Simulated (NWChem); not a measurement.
System: C₂H₂BF₂N; SMILES N#CCB(F)F

Parts of the log:

```
             Northwest Computational Chemistry Package (NWChem) 7.3.0
             --------------------------------------------------------

                             Geometry "geometry" -> ""
                             -------------------------

 Output coordinates in angstroms (scale by  1.889725989 to convert to a.u.)

  No.       Tag          Charge          X              Y              Z
 ---- ---------------- ---------- -------------- -------------- --------------
    1 N                    7.0000     0.42867400     2.55526300     0.66608100
    2 C                    6.0000    -0.12974300     1.63360200     0.24540900
    3 C                    6.0000    -0.82106700     0.47049500    -0.27821500
    4 B                    5.0000    -0.09121200    -0.90865800    -0.04893400
    5 F                    9.0000    -0.65753300    -2.00905600    -0.49727300
    6 F                    9.0000     1.05886900    -1.01446600     0.57007900
    7 H                    1.0000    -1.82928900     0.40117400     0.16681900
    8 H                    1.0000    -0.99030400     0.59105800    -1.36272900

 Effective nuclear repulsion energy (a.u.)     194.0175871710

  xc_inp: hfexch multiplicative factor not found.

                                 NWChem DFT Module
                                 -----------------

 Summary of "ao basis" -> "ao basis" (spherical)
 ------------------------------------------------------------------------------
       Tag                 Description            Shells   Functions and Types
 ---------------- ------------------------------  ------  ---------------------
 N                           6-31g*                  6       14   3s2p1d
 C                           6-31g*                  6       14   3s2p1d
 B                           6-31g*                  6       14   3s2p1d
 F                           6-31g*                  6       14   3s2p1d
 H                           6-31g*                  2        2   2s

            General Information
            -------------------
          SCF calculation type: DFT
          Wavefunction type:  closed shell.
          No. of atoms     :     8
          No. of electrons :    44
           Alpha electrons :    22
            Beta electrons :    22
          Charge           :     0
          Spin multiplicity:     1
          Use of symmetry is: off; symmetry adaption is: off
          Maximum number of iterations: 150
          AO basis - number of functions:    88
                     number of shells:    40
          Convergence on energy requested:  1.00D-06
          Convergence on density requested:  1.00D-05
          Convergence on gradient requested:  5.00D-04

              XC Information
              --------------
                     Hartree-Fock (Exact) Exchange  1.000

      Superposition of Atomic Density Guess
      -------------------------------------

 Sum of atomic energies:        -353.88146416

      Non-variational initial energy
      ------------------------------

 Total energy =    -356.225101
 1-e energy   =    -871.900618
 2-e energy   =     321.657930
 HOMO         =      -0.387616
 LUMO         =       0.067230

     ---------------------------------------------
      Total Density - Mulliken Population Analysis
     ---------------------------------------------

    Atom       Charge   Shell Charges
 -----------   ------   -------------------------------------------------------
    1 N    7     7.90   2.00  0.88  2.46  0.99  1.53  0.04
    2 C    6     5.29   2.00  0.73  1.58  0.41  0.51  0.06
    3 C    6     6.64   2.00  0.70  2.00  0.63  1.28  0.02
    4 B    5     3.82   2.00  0.49  0.86  0.23  0.11  0.13
    5 F    9     9.47   2.00  0.95  3.45  0.98  2.08  0.01
    6 F    9     9.46   2.00  0.95  3.45  0.97  2.08  0.01
    7 H    1     0.71   0.44  0.28
    8 H    1     0.71   0.44  0.28

   convergence    iter        energy       DeltaE   RMS-Dens  Diis-err
 ---------------- ----- ----------------- --------- --------- ---------
 d= 0,ls=0.0,diis     1   -354.8918804347 -5.49D+02  1.18D-02  1.12D+00
 d= 0,ls=0.0,diis     2   -354.9674256133 -7.55D-02  5.62D-03  7.01D-01
 d= 0,ls=0.0,diis     3   -355.0373757034 -7.00D-02  1.24D-03  1.31D-02
 d= 0,ls=0.0,diis     4   -355.0395958436 -2.22D-03  4.94D-04  2.97D-03
 d= 0,ls=0.0,diis     5   -355.0399567853 -3.61D-04  1.63D-04  1.18D-04
  Resetting Diis
 d= 0,ls=0.0,diis     6   -355.0399829208 -2.61D-05  5.78D-05  1.41D-05
 d= 0,ls=0.0,diis     7   -355.0399856279 -2.71D-06  9.33D-06  6.52D-07
 d= 0,ls=0.0,diis     8   -355.0399857132 -8.53D-08  3.61D-06  1.74D-07

         Total DFT energy =     -355.039985713245
      One electron energy =     -874.069007452165
           Coulomb energy =      366.840143498706
    Exchange-Corr. energy =      -41.828708930806
 Nuclear repulsion energy =      194.017587171021

 Numeric. integr. density =        0.000000000000

                       DFT Final Molecular Orbital Analysis
                       ------------------------------------

 Vector   20  Occ=2.000000D+00  E=-5.566055D-01
              MO Center=  4.2D-01,  2.5D+00,  6.5D-01, r^2= 1.5D+00
   Bfn.  Coefficient  Atom+Function         Bfn.  Coefficient  Atom+Function
  ----- ------------  ---------------      ----- ------------  ---------------
     4      0.406866  1 N  py                 6      0.331806  1 N  s
     8      0.247093  1 N  py                 2      0.229410  1 N  s
     3      0.223104  1 N  px                18     -0.208087  2 C  py
     5      0.172870  1 N  pz                17     -0.153579  2 C  px
    32      0.140231  3 C  py                 7      0.134930  1 N  px

 Vector   21  Occ=2.000000D+00  E=-4.642736D-01
              MO Center=  5.1D-02,  2.0D+00,  3.9D-01, r^2= 1.7D+00
   Bfn.  Coefficient  Atom+Function         Bfn.  Coefficient  Atom+Function
  ----- ------------  ---------------      ----- ------------  ---------------
     5      0.375018  1 N  pz                19      0.315480  2 C  pz
     9      0.239245  1 N  pz                23      0.220545  2 C  pz
     3     -0.205568  1 N  px                17     -0.172939  2 C  px
     7     -0.131146  1 N  px                21     -0.120905  2 C  px
    33     -0.117219  3 C  pz                37     -0.106146  3 C  pz

 Vector   22  Occ=2.000000D+00  E=-4.588977D-01
              MO Center=  6.2D-02,  1.8D+00,  3.7D-01, r^2= 2.0D+00
   Bfn.  Coefficient  Atom+Function         Bfn.  Coefficient  Atom+Function
  ----- ------------  ---------------      ----- ------------  ---------------
     3      0.313356  1 N  px                 4     -0.248774  1 N  py
    17      0.249690  2 C  px                18     -0.207675  2 C  py
     7      0.202347  1 N  px                21      0.167579  2 C  px
     8     -0.163031  1 N  py                22     -0.151347  2 C  py
     5      0.140848  1 N  pz                46     -0.127154  4 B  py

 Vector   23  Occ=0.000000D+00  E= 1.461656D-01
              MO Center= -3.2D-01, -5.0D-01, -1.2D-01, r^2= 2.9D+00
   Bfn.  Coefficient  Atom+Function         Bfn.  Coefficient  Atom+Function
  ----- ------------  ---------------      ----- ------------  ---------------
    86     -0.606052  7 H  s                 88      0.605199  8 H  s
    51      0.551075  4 B  pz                47      0.363287  4 B  pz
    37      0.326598  3 C  pz                49     -0.302824  4 B  px
    79     -0.207754  6 F  pz                45     -0.199727  4 B  px
    65     -0.197769  5 F  pz                35     -0.179397  3 C  px

 Vector   24  Occ=0.000000D+00  E= 1.916996D-01
              MO Center= -7.0D-01,  9.0D-01, -1.6D-01, r^2= 4.1D+00
   Bfn.  Coefficient  Atom+Function         Bfn.  Coefficient  Atom+Function
  ----- ------------  ---------------      ----- ------------  ---------------
    34      1.455400  3 C  s                 86     -1.052091  7 H  s
    88     -1.053298  8 H  s                 48     -0.510345  4 B  s
    35     -0.506192  3 C  px                 6      0.435828  1 N  s
    21     -0.409817  2 C  px                 8     -0.371822  1 N  py
    20     -0.356361  2 C  s                 37     -0.292129  3 C  pz

[...]

                     NWChem Electrostatic Potential Fit Module
                     -----------------------------------------

 Atom parameters

 Number of atoms is                                    8
 Number of basis functions is                         88

 Grid parameters

 Maximum number of grid points is                  35441
 Number of grid points is                          35440
 Grid range                                     0.300000 nm
 Grid spacing                                   0.020000 nm
 Probe radius                                   0.070000 nm
 Atom radius factor                             1.000000

 Atomic radii

    1    0.100000
    5    0.158000
    6    0.147000
    7    0.140000
    9    0.128000
 FASTESP  F
  using M.O. file = ./job.movecs

    Atom              Coordinates                           Charge

                                                  ESP

    1 N     0.042867    0.255526    0.066608   -0.478535
    2 C    -0.012974    0.163360    0.024541    0.380079
    3 C    -0.082107    0.047050   -0.027822   -0.379148
    4 B    -0.009121   -0.090866   -0.004893    0.910125
    5 F    -0.065753   -0.200906   -0.049727   -0.358963
    6 F     0.105887   -0.101447    0.057008   -0.342508
    7 H    -0.182929    0.040117    0.016682    0.134475
    8 H    -0.099030    0.059106   -0.136273    0.134475
                                            ------------
                                                0.000000

 Dipole moment                                  1.419431

 Quadrupole moment Qxx                          8.343292
                   Qyy                        -20.084002
                   Qzz                         11.740710

 RMS deviation kJ/mol                           0.047154

 RRMS %                                        12.320061
```

Level: Hartree-Fock/6-31G* (spherical d). The geometry was optimised at PBE0/def2-SVP.

Problem. Write an input that gives this output.

Solution. This is not unique; one that fits is the input that was run:
```
start job
memory heap 200 mb stack 900 mb global 1100 mb
geometry units angstroms noautosym nocenter noautoz
  N      0.428674     2.555263     0.666081
  C     -0.129743     1.633602     0.245409
  C     -0.821067     0.470495    -0.278215
  B     -0.091212    -0.908658    -0.048934
  F     -0.657533    -2.009056    -0.497273
  F      1.058869    -1.014466     0.570079
  H     -1.829289     0.401174     0.166819
  H     -0.990304     0.591058    -1.362729
end
basis spherical
  * library 6-31g*
end
dft
  xc hfexch
  iterations 150
  mulliken
end
task dft energy
esp
  recalculate
  probe 0.07
  range 0.3
  factor 1.0
  spacing 0.02
end
task esp
```
